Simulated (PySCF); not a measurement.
C2H4BN3, SMILES NB1N=CC=N1.

Geometry optimised at B3LYP-D3(BJ)/def2-SVP. This is a generated structure with no PubChem entry under its InChIKey; it may be hypothetical. The values are those of a single conformer.

Method: TDA-LC-ωPBE/def2-SVPD in PySCF.

Vertical excitations. Isolated molecule, no solvent. State labels are in the subgroup C2v.

Computed lowest excited states:
```csv
state,symmetry,energy (eV),λ (nm),f,main pairs
S1,A2,3.57,348,0.000,HOMO→LUMO 96 %
S2,B1,3.68,337,0.002,HOMO−1→LUMO 95 %
S3,B2,5.39,230,0.024,HOMO−2→LUMO 96 %
S4,A1,6.81,182,0.393,HOMO−3→LUMO 95 %
S5,A2,7.32,169,0.000,HOMO−4→LUMO 95 %
S6,B1,7.60,163,0.000,HOMO−5→LUMO 93 %
S7,A2,7.83,158,0.000,HOMO−1→LUMO+4 91 %
S8,B1,7.86,158,0.008,HOMO→LUMO+4 88 %
S9,B2,8.05,154,0.048,HOMO→LUMO+1 78 %
S10,A1,8.17,152,0.053,"HOMO−1→LUMO+1 66 %, HOMO−1→LUMO+2 18 %"
T1,B1,3.02,411,0,HOMO−1→LUMO 92 %
T2,A2,3.02,411,0,HOMO→LUMO 92 %
T3,B2,3.22,385,0,HOMO−2→LUMO 92 %
T4,A1,4.63,268,0,"HOMO−3→LUMO 67 %, HOMO−6→LUMO 15 %, HOMO−2→LUMO+4 13 %"
```
Triplets are in the Tamm–Dancoff approximation.
